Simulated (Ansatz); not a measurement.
Two structures of AlH3F4, singlet, reached by relaxing down either side of one saddle point (PBE0-D4/def2-TZVP). Energies are electronic, without zero-point energy. Ansatz 0.2.0; basis: def2-TZVPP and def2-QZVPP; cores frozen in the correlated methods. Extrapolation: Hartree–Fock as exp(−7.88 √X), correlation as X^−2.97. First:

```
atom    x (Å)    y (Å)    z (Å)
 Al1  -0.7472  -0.4709  -0.5736
  H2   0.4385   0.5100  -1.0999
  F3  -0.5337  -2.0485  -0.9710
  F4  -2.2385   0.2131  -0.5961
  H5   0.5595   0.2102   1.2921
  F6  -0.2438  -0.3911   1.2426
  H7   1.2148   0.9370  -0.1093
  F8   1.5506   1.0404   0.8153
```

Second:

Al1  (-0.871, -0.611, -0.277)
H2  (0.416, 0.538, -1.334)
F3  (-0.422, -1.932, -1.124)
F4  (-2.123, 0.318, -0.758)
H5  (1.001, 0.489, 1.608)
F6  (-0.392, -0.508, 1.307)
H7  (0.738, 0.665, -0.652)
F8  (1.653, 1.041, 1.230)
(Å)

Task: Which bonds change from the first to the second?

Result: AlHF₂ ([F][AlH][F]) + HF + HF → AlF₃ ([F][Al]([F])[F]) + HF + H₂; bonds formed: H2–H7, H5–F8; dative contacts that become bonds: Al1–F6; bonds broken: Al1–H2, H5–F6, H7–F8.

Task: Give the saddle point's structure and its height above each. (To be estimated.)

Result: The calculation gives: 0.086 eV above the first and 1.072 eV above the second (CCSD(T) at an estimated basis limit (MP2 extrapolated from triple and quadruple zeta, plus CCSD(T) − MP2 in triple zeta)).
| atom | x (Å) | y (Å) | z (Å) |
| --- | --- | --- | --- |
| Al1 | -0.7408 | -0.4764 | -0.5005 |
| H2 | 0.4652 | 0.5257 | -1.0535 |
| F3 | -0.4927 | -2.0208 | -0.9888 |
| F4 | -2.2070 | 0.2459 | -0.6165 |
| H5 | 0.6247 | 0.2637 | 1.2641 |
| F6 | -0.2381 | -0.3840 | 1.2531 |
| H7 | 1.0922 | 0.8515 | -0.1676 |
| F8 | 1.4966 | 0.9948 | 0.8098 |

The T1 diagnostic stays at or below 0.012.

Labels in which every atom is bracketed show which atoms are joined, not bond orders.

For scale, one of the runs: CCSD(T)/def2-TZVPP, 208 basis functions, launched by `ansatz run in.yaml --threads 4 --pin off --events-out ev --progress --plain --max-ram 9574MiB`. Time: 24 s of wall clock on 4 CPU threads of an Intel Xeon 6975P-C; the host was shared. Peak host memory: 3.4 GiB.
